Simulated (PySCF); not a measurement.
A calculated (PBE, PySCF 2.14, aug-cc-pwCVTZ, the non-relativistic Hamiltonian (point nucleus)) atom or ion has these occupied shells.

```
shell  electrons  orbital energy (eV)  rms radius, mean of both spins (bohr)
 1s β          1              -8162.3                                 0.0635
 1s α          1              -8162.3                                 0.0635
 2s α          1              -1003.7                                  0.270
 2s β          1              -1001.8                                  0.270
 2p α          3              -881.19                                  0.240
 2p β          3              -879.76                                  0.240
 3s α          1              -148.98                                  0.800
 3s β          1              -145.10                                  0.800
 3p α          3              -111.43                                  0.839
 3p β          3              -107.61                                  0.839
 3d α          5              -48.784                                   1.00
 3d β          2              -46.051                                   1.00
```

(1) Name the element and its charge.

Results:

(1) Ni³⁺ (nickel, charge +3), in [Ar] 3d7, high-spin 4F determinant.
